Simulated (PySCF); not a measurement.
A geometry optimisation, step by step.

Compound: C5H16BNOSi.
SMILES with atom numbers: `[CH3:1][N+:2]1([CH3:3])[BH2-:4][CH2:5][CH2:6][C@H:7]1[O:8][SiH3:9]` (hydrogens: H10, H11, H12 on C1; H13, H14, H15 on C3; H16, H17 on B4; H18, H19 on C5; H20, H21 on C6; H22 on C7; H23, H24, H25 on Si9)

Method: PBE0-D3(BJ)/def2-SVP geometry optimisation, gas phase (PySCF 2.14.0); density fitting, grid level 1; the optimiser is geomeTRIC in internal coordinates, started from a GFN2-xTB structure with every atom displaced at random (about 0.01 Å). 5 of its 8 geometries are shown. The frame can shift and turn from step to step; on so coarse a grid that alone can change the energy by a few meV, and forces under 0.02 eV/Å are noise.

Step 0: E = -17513.9407 eV, largest atomic force 2.871 eV/Å
```
atom  x, y, z in Å  |  force x, y, z in eV/Å
C1     -0.586   -1.008    1.538   -1.426   1.281   0.193
N2     -0.841   -0.461    0.186    0.491  -0.332   0.062
C3     -1.345   -1.534   -0.676    0.441  -0.162  -0.040
B4     -1.810    0.850    0.236   -0.321   0.014   0.513
C5     -0.784    2.008    0.671    0.340   0.050   0.782
C6      0.615    1.454    0.388   -0.573  -0.432  -0.228
C7      0.403    0.139   -0.361    0.242   0.342  -0.202
O8      1.459   -0.761   -0.288   -2.709  -0.147   0.939
Si9     2.974   -0.622   -0.776    1.522  -0.452  -1.335
H10    -1.524   -1.452    1.900    0.122  -0.057  -0.072
H11    -0.362   -0.171    2.214    0.112  -0.118  -0.029
H12     0.208   -1.715    1.531    0.954  -0.857  -0.082
H13    -1.534   -1.136   -1.678    0.012   0.027  -0.061
H14    -2.284   -1.899   -0.261   -0.248  -0.099   0.075
H15    -0.604   -2.358   -0.718   -0.218   0.191  -0.052
H16    -2.250    1.009   -0.865   -0.146  -0.084  -0.766
H17    -2.702    0.613    1.019   -0.270  -0.192   0.219
H18    -0.864    2.301    1.739    0.017  -0.117  -0.213
H19    -0.936    2.925    0.118   -0.215   0.512  -0.384
H20     1.154    1.243    1.309    0.430  -0.075   0.322
H21     1.215    2.116   -0.227    0.455   0.287  -0.189
H22     0.192    0.344   -1.425   -0.174   0.060   0.017
H23     3.020   -0.322   -2.252    0.076  -0.066   0.128
H24     3.691    0.429   -0.085    0.530   0.593   0.472
H25     3.447   -1.980   -0.458    0.556  -0.167  -0.071
```

Step 2: E = -17514.2077 eV, largest atomic force 0.138 eV/Å
```
atom  x, y, z in Å  |  force x, y, z in eV/Å
C1     -0.666   -0.857    1.481    0.077  -0.037  -0.007
N2     -0.865   -0.373    0.104    0.045   0.003   0.012
C3     -1.376   -1.463   -0.734   -0.002  -0.013   0.006
B4     -1.845    0.955    0.108   -0.008   0.020  -0.021
C5     -0.773    2.110    0.547   -0.011   0.014  -0.003
C6      0.620    1.518    0.262   -0.002   0.001   0.005
C7      0.388    0.200   -0.463   -0.063   0.041  -0.043
O8      1.410   -0.738   -0.376    0.105  -0.076   0.047
Si9     2.983   -0.571   -0.926   -0.104   0.006   0.045
H10    -1.611   -1.287    1.832   -0.004   0.013   0.008
H11    -0.405   -0.017    2.135   -0.012   0.001  -0.002
H12     0.133   -1.612    1.511   -0.029   0.021  -0.014
H13    -1.531   -1.085   -1.752    0.005  -0.004  -0.003
H14    -2.344   -1.793   -0.334   -0.001   0.004  -0.002
H15    -0.666   -2.303   -0.744    0.001   0.001  -0.007
H16    -2.229    1.064   -1.055    0.025  -0.004  -0.004
H17    -2.771    0.713    0.872   -0.001  -0.003   0.004
H18    -0.851    2.402    1.607    0.007  -0.010  -0.001
H19    -0.934    3.032   -0.032   -0.002  -0.004   0.003
H20     1.194    1.311    1.180   -0.005   0.001   0.007
H21     1.260    2.166   -0.359    0.009  -0.007   0.001
H22     0.142    0.396   -1.523   -0.013   0.013   0.003
H23     2.976   -0.245   -2.385    0.009   0.025   0.003
H24     3.710    0.497   -0.177   -0.009   0.014  -0.027
H25     3.637   -1.884   -0.686   -0.018  -0.022  -0.009
```

Step 4: E = -17514.2104 eV, largest atomic force 0.061 eV/Å
```
atom  x, y, z in Å  |  force x, y, z in eV/Å
C1     -0.666   -0.855    1.488   -0.028   0.025   0.000
N2     -0.863   -0.375    0.109    0.010  -0.011   0.000
C3     -1.372   -1.469   -0.727    0.002  -0.002  -0.001
B4     -1.839    0.957    0.096   -0.012  -0.003   0.012
C5     -0.770    2.110    0.543    0.002  -0.004   0.001
C6      0.624    1.512    0.271    0.001  -0.005  -0.007
C7      0.389    0.194   -0.455   -0.006   0.015  -0.024
O8      1.409   -0.749   -0.364   -0.038  -0.003   0.048
Si9     2.969   -0.563   -0.933    0.030  -0.006  -0.034
H10    -1.614   -1.277    1.842    0.002   0.001  -0.002
H11    -0.403   -0.014    2.138    0.005  -0.003  -0.001
H12     0.128   -1.613    1.518    0.018  -0.017   0.001
H13    -1.519   -1.096   -1.748    0.000   0.000   0.000
H14    -2.342   -1.795   -0.331   -0.001   0.000   0.001
H15    -0.662   -2.310   -0.730   -0.002   0.000   0.002
H16    -2.202    1.060   -1.074    0.004   0.001  -0.001
H17    -2.776    0.719    0.849    0.000   0.003  -0.007
H18    -0.855    2.402    1.602    0.003  -0.003   0.000
H19    -0.922    3.031   -0.038   -0.003   0.004   0.002
H20     1.188    1.303    1.196   -0.002   0.000   0.004
H21     1.274    2.154   -0.344    0.002   0.001   0.000
H22     0.147    0.394   -1.515    0.001   0.001   0.002
H23     2.940   -0.192   -2.381   -0.004   0.003   0.000
H24     3.704    0.494   -0.179    0.008  -0.004   0.010
H25     3.620   -1.885   -0.741    0.009   0.006  -0.004
```

Step 5: E = -17514.2108 eV, largest atomic force 0.055 eV/Å
```
atom  x, y, z in Å  |  force x, y, z in eV/Å
C1     -0.670   -0.852    1.493   -0.012   0.008  -0.003
N2     -0.862   -0.376    0.111   -0.003  -0.008  -0.009
C3     -1.368   -1.473   -0.722    0.001   0.005  -0.001
B4     -1.838    0.957    0.090    0.005  -0.004   0.010
C5     -0.769    2.109    0.543    0.003   0.000  -0.003
C6      0.625    1.510    0.277    0.000  -0.003   0.002
C7      0.391    0.193   -0.449    0.014  -0.013  -0.013
O8      1.411   -0.753   -0.356   -0.037   0.022   0.034
Si9     2.965   -0.560   -0.941    0.034   0.012  -0.036
H10    -1.620   -1.270    1.845    0.001  -0.005  -0.002
H11    -0.406   -0.010    2.141    0.008   0.000   0.000
H12     0.122   -1.613    1.527    0.000   0.000   0.004
H13    -1.510   -1.104   -1.745   -0.001   0.001   0.000
H14    -2.340   -1.796   -0.330    0.000  -0.001  -0.001
H15    -0.659   -2.314   -0.719    0.000  -0.002   0.002
H16    -2.189    1.058   -1.084   -0.004   0.001  -0.001
H17    -2.781    0.721    0.836   -0.002   0.002  -0.003
H18    -0.858    2.400    1.601    0.000   0.001   0.003
H19    -0.919    3.031   -0.039   -0.001   0.002   0.004
H20     1.184    1.300    1.204    0.001   0.000  -0.002
H21     1.280    2.151   -0.335   -0.004  -0.001   0.000
H22     0.152    0.392   -1.510    0.001  -0.001  -0.001
H23     2.917   -0.159   -2.381   -0.007  -0.005   0.002
H24     3.713    0.481   -0.178    0.002  -0.013   0.012
H25     3.618   -1.887   -0.785    0.002   0.003   0.002
```

Step 7: E = -17514.2111 eV, largest atomic force 0.023 eV/Å
```
atom  x, y, z in Å  |  force x, y, z in eV/Å
C1     -0.674   -0.849    1.497    0.009  -0.010   0.000
N2     -0.861   -0.377    0.114   -0.010   0.007  -0.004
C3     -1.363   -1.475   -0.719    0.000   0.004  -0.001
B4     -1.836    0.956    0.086    0.011  -0.001  -0.003
C5     -0.771    2.109    0.545    0.000   0.001  -0.001
C6      0.625    1.510    0.281   -0.004   0.002   0.009
C7      0.394    0.192   -0.444    0.008  -0.022   0.000
O8      1.415   -0.752   -0.345    0.008   0.021  -0.001
Si9     2.962   -0.560   -0.953   -0.008  -0.001   0.003
H10    -1.626   -1.263    1.848   -0.001  -0.001   0.000
H11    -0.408   -0.006    2.144    0.000   0.002   0.000
H12     0.117   -1.612    1.536   -0.006   0.006   0.000
H13    -1.500   -1.109   -1.744   -0.001   0.000   0.000
H14    -2.337   -1.797   -0.330    0.000   0.000  -0.001
H15    -0.655   -2.317   -0.710    0.000  -0.001  -0.001
H16    -2.180    1.057   -1.090   -0.004   0.000   0.001
H17    -2.785    0.721    0.825   -0.001   0.000   0.002
H18    -0.862    2.397    1.604   -0.002   0.000   0.001
H19    -0.920    3.032   -0.035    0.002   0.000   0.002
H20     1.182    1.302    1.210    0.004   0.001  -0.003
H21     1.281    2.152   -0.329   -0.004  -0.001  -0.003
H22     0.158    0.390   -1.505    0.003  -0.001  -0.002
H23     2.889   -0.117   -2.379   -0.001  -0.001   0.000
H24     3.738    0.447   -0.170   -0.002  -0.003   0.000
H25     3.605   -1.897   -0.846   -0.003  -0.001  -0.001
```

**Question.** Summarise the path.

**Answer.** The energy falls by 0.2703 eV from step 0 to step 7; nine tenths of that is first reached at step 1. It falls at every step. The largest force goes from 2.871 to 0.023 eV/Å. Among the bonds O8–Si9 changes most, from 1.598 to 1.674 Å; the atoms move by 0.108 Å rms after alignment.

The cost below is that of the whole optimisation. The run took 3.7 min wall on one thread, Arm Neoverse V2 (aarch64), no GPU (shared host), and the process peaked at 1.0 GiB of memory.
